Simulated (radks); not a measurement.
The sulfur ion S3+ is in [Ne] 3s2 3p1. All-electron calculation, scalar-relativistic Kohn-Sham, PBE, spin-polarised, spherical densities, finite nucleus; Fermi nuclear charge, rms radius of each element as measured or else 0.836 A^(1/3) + 0.57 fm. Program: a radial shooting solver on a logarithmic mesh with Libxc functionals. Open shells are filled with parallel spins first. One electron is removed from 3s, 2p, 3p, 2s in turn, with full relaxation. Which removal costs least, and what does each cost?

Answer. 3p 47.205 eV; 3s 57.576 eV; 2p 218.45 eV; 2s 271.84 eV. The 3p electron leaves first.
